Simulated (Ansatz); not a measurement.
Energy needed to pull apart B2H3Br (SMILES BBBr), closed shell, into free ground-state atoms, from the structure below (displaced at random from a GFN2-xTB minimum); no zero-point or spin–orbit terms; open-shell atoms are treated unrestricted, in their ground-state multiplicity.

```csv
atom,x (Å),y (Å),z (Å)
B1,-0.2483,0.0139,-0.8398
B2,0.1948,-0.2136,0.7299
Br3,0.7036,1.2239,1.7833
H4,-1.3288,0.2654,-1.1731
H5,0.5128,-0.0293,-1.7435
H6,0.1950,-1.2475,1.2574
```

Ansatz 0.2.0; basis: def2-TZVPP; cores frozen in the correlated methods. Filled d shells of the heavier atoms are correlated. The def2 sets are not built for correlating such inner shells, so the correlated values are less sure here.

```csv
method,atomization energy (kcal/mol)
PBE-D4,458.3
r2SCAN-D4,?
PBE0-D4,455.5
r2SCANh-D4,?
HSE06-D4,455.8
wB97M-V,452.9
HF,359.6
MP2,447.3
CCSD,434.1
CCSD(T),439.0
```

**Question.** What does r2SCANh-D4 give? (Judge from chemistry; the value comes from the calculation.)

**Answer.** The calculation gives: 456.7 kcal/mol, which is about 17.8 kcal/mol more than CCSD(T)/def2-TZVPP.

**Question.** What does r2SCAN-D4 give? (An estimate is asked for; the value comes from the calculation.)

**Answer.** By the calculation: 458.5 kcal/mol, which is about 19.5 kcal/mol more than CCSD(T)/def2-TZVPP.

In triple zeta the MP2 and coupled-cluster atomization energies are still short of their basis limit by a few kcal/mol a bond, whereas those of the functionals are nearly converged, so these differences are not deviations from converged CCSD(T).

T1 diagnostic: at most 0.011.

For scale, one of the runs: CCSD(T)/def2-TZVPP forces, 152 basis functions (an equivalent command: `ansatz run in.yaml --threads 4`). Hardware: 4 CPU threads, shared host. Wall time 75 s; peak host memory 1.8 GiB.
